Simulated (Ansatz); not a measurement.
`[SH][K]` + H₂ → `[KH]` + H₂S at 400 K and 1 bar (hydrogenolysis of a K–S bond).

Computed with Ansatz on PBE0-D4/def2-TZVP structures; ΔE is electronic, products minus reactants. CBS: MP2 limit from def2 TZ/QZ plus the TZ coupled-cluster correction, frozen cores. This one scheme is used for every species. For K outer-core shells are correlated without core-valence functions, which leaves a few kJ/mol of doubt a bond. Scalar relativity is left out up to krypton.

```json
{"species": "`[SH][K]`", "CCSD(T)/CBS energy (Eh)": "-997.85519", "H − E (kJ/mol)": "36.6", "S (J/(mol·K))": "282.1"}
{"species": "H₂", "CCSD(T)/CBS energy (Eh)": "-1.17544", "H − E (kJ/mol)": "38.0", "S (J/(mol·K))": "139.0"}
{"species": "`[KH]`", "CCSD(T)/CBS energy (Eh)": "-599.99245", "H − E (kJ/mol)": "17.8", "S (J/(mol·K))": "207.2"}
{"species": "H₂S", "CCSD(T)/CBS energy (Eh)": "-398.97279", "H − E (kJ/mol)": "53.4", "S (J/(mol·K))": "215.9"}
```

H − E and S are ideal-gas, rigid-rotor, harmonic terms from PBE0-D4/def2-TZVP. The MP2-based limit puts H₂ 0.8 mEh under its directly extrapolated value; such offsets cancel only in part. 1 Eh = 2625.50 kJ/mol, R = 8.31446 J/(mol·K).

**Question.** By hand: ΔE, ΔH, ΔS and ΔG.

**Answer.** ΔE = (-599.99245) + (-398.97279) − (-997.85519) − (-1.17544) = 0.06539 Eh = 171.7 kJ/mol. Δ(H − E) = 17.8 + 53.4 − 36.6 − 38.0 = -3.4, so ΔH = 168.3 kJ/mol. ΔS = 207.2 + 215.9 − 282.1 − 139.0 = 2.0 J/(mol·K). ΔG = 168.3 − 400 × (2.0)/1000 = 167.5 kJ/mol.

**Question.** By hand: the equilibrium constant, and the temperature at which ΔG would vanish if ΔH and ΔS stayed fixed.

**Answer.** log₁₀ K = −ΔG/(RT ln 10) = -21.9. ΔG = 0 at ΔH/ΔS = 84150 K, far beyond where these terms or the molecules hold.

The number of gas molecules stays the same, so ΔS is small and ΔH decides. A doubt of 5 kJ/mol in ΔE shifts log₁₀ K by 0.7 here. These are equilibria of isolated gas molecules and say nothing of rates. Largest T1 diagnostic: 0.017 (customary marks: 0.02 for closed shells, 0.045 for open ones).
